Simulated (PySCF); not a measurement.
# How the functional moves excitation energies

C₄H₉Al.
Cartesian coordinates in Å at the PBE0-D3(BJ)/def2-SVP level; atoms count from 1:
```
atom  x, y, z in Å
C1     2.735   -0.285    0.019
Al2    0.962    0.502    0.288
C3    -0.675   -0.397   -0.237
C4    -1.861    0.420   -0.733
C5    -1.936   -0.226    0.600
H6     3.554    0.443    0.136
H7     2.912   -1.093    0.751
H8     2.827   -0.748   -0.978
H9     0.780    1.933    0.977
H10   -0.597   -1.384   -0.711
H11   -1.770    1.511   -0.778
H12   -2.458   -0.003   -1.547
H13   -1.897    0.412    1.490
H14   -2.585   -1.099    0.716
```

Linear-response calculations in the def2-SVPD basis (PySCF; singlets by full response, triplets Tamm–Dancoff, core orbitals frozen in the response; HF means time-dependent Hartree–Fock). 'Strongest' is the level of largest summed f among the singlets computed (10 roots, of which the last may lack a degenerate partner); it can jump between rows when another state enters that window. S1 is the lowest singlet of each run and needn't be the same state throughout; f(S1) is that of one state. The structure is a single PBE0-D3(BJ)/def2-SVP conformer in the gas phase; no vibrational or solvent corrections.

| functional | kind | S1 (eV) | f(S1) | strongest (eV) | T1 (eV) | HOMO (eV) | gap (eV) | ionisation energy, ΔSCF (eV) |
| --- | --- | --- | --- | --- | --- | --- | --- | --- |
| LDA | LDA | 4.56 | 0.000 | 6.01 | 4.37 | -6.31 | 4.47 | 9.20 |
| PBE | GGA | 4.64 | 0.000 | 5.92 | 4.41 | -6.19 | 4.58 | 9.89 |
| B3LYP | global hybrid, 20% exact exchange | 5.05 | 0.001 | 6.42 | 4.82 | -7.21 | 6.16 | 9.31 |
| PBE0 | global hybrid, 25% exact exchange | 5.19 | 0.001 | 6.64 | 4.91 | -7.42 | 6.60 | 9.33 |
| BHandHLYP | global hybrid, 50% exact exchange | 5.63 | 0.001 | 7.08 | 5.35 | -8.57 | 8.50 | 9.46 |
| CAM-B3LYP | range-separated hybrid | 5.37 | 0.001 | 6.89 | 5.10 | -8.78 | 8.86 | 9.53 |
| wB97X-D | range-separated hybrid | 5.44 | 0.001 | 7.08 | 5.21 | -9.28 | 10.14 | 9.48 |
| LC-wPBE | range-separated hybrid | 5.77 | 0.001 | 7.57 | 5.38 | -10.14 | 11.34 | 9.72 |
| HF | Hartree–Fock | 6.45 | 0.001 | 9.20 | 5.89 | -10.35 | 12.02 | not settled |

S1 runs from 4.56 eV (LDA) to 6.45 eV (HF), a spread of 1.89 eV, while the orbital gap spreads over 7.6 eV. Along PBE (0%), B3LYP (20%), PBE0 (25%), BHandHLYP (50%), HF (100%) S1 rises with the share of exact exchange. −ε(HOMO) comes closest to its own ΔSCF ionisation energy with wB97X-D (-0.20 eV) and misses most with PBE (-3.70 eV). 'Not settled' means that the ion's SCF failed to converge or may have ended in another state than the lowest.
